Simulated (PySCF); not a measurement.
Compound: ortho-cyanophenol, C7H5NO.
Structure used (PBE0-D3(BJ)/def2-TZVP), in Å, numbered top down from 1:
```
atom  x, y, z in Å
N1     3.369   -0.432   -0.734
C2     2.231   -0.411   -0.545
C3     0.843   -0.288   -0.268
C4    -0.068   -1.297   -0.590
C5    -1.406   -1.134   -0.302
C6    -1.836    0.040    0.310
C7    -0.948    1.047    0.635
C8     0.404    0.893    0.349
O9     1.241    1.888    0.676
H10    0.296   -2.199   -1.065
H11   -2.114   -1.914   -0.550
H12   -2.888    0.172    0.538
H13   -1.277    1.962    1.110
H14    2.146    1.658    0.427
```

All values: wB97X-D/pcSseg-2 (PySCF, non-relativistic), on one gas-phase PBE0-D3(BJ)/def2-TZVP geometry that isn't relaxed in the solvent. The solvent is an IEF-PCM continuum (Bondi radii, 1.10 Å for H, scaled by 1.2). The model holds no explicit solvent molecules, cavitation or dispersion.

Gas phase at wB97X-D/pcSseg-2: HOMO -8.97 eV, LUMO 0.08 eV, dipole 3.57 D.

Task: What does the continuum do to the energy, the frontier levels and the dipole at wB97X-D/pcSseg-2 in chloroform?

Result: 
```csv
solvent,ε,E(solvent) − E(gas) (kcal/mol),polarisation term (kcal/mol),distortion of the solute (kcal/mol),HOMO (eV),LUMO (eV),dipole (D)
chloroform,4.711,-5.28,-5.87,0.59,-8.82,0.19,4.38
```

The first energy column is the sum of the next two and covers electrostatics alone.

Task: Which radius a makes the point-dipole formula ΔE = −[(ε − 1)/(2ε + 1)]·μ²/a³ give the value in chloroform, with the gas-phase dipole?

Result: μ = 1.404 au and |ΔE| = 0.00841 Eh give a = 2.31 Å; the farthest nucleus lies 3.47 Å from the centroid of the nuclei, so such a sphere wouldn't even hold the nuclei. The formula assumes a rigid point dipole at the centre of a sphere.

Task: Give the dipole vector in the frame of the coordinates (D, pointing from negative to positive charge), gas and chloroform.

Result: Gas (-3.53, -0.29, 0.43), solvent (-4.33, -0.37, 0.52). Its length changes by +23 % and its direction by less than 1°.

Hardware: Intel Xeon 6975P-C, 2 threads, no GPU, shared host. Cost: 41 s wall, 92 s CPU, 2.7 GiB resident at most. This is the whole shielding run at wB97X-D/pcSseg-2 in chloroform, SCF included.

The pairwise dispersion term of wB97X-D wasn't added to the energies; at a given geometry it leaves orbitals and properties as they are.
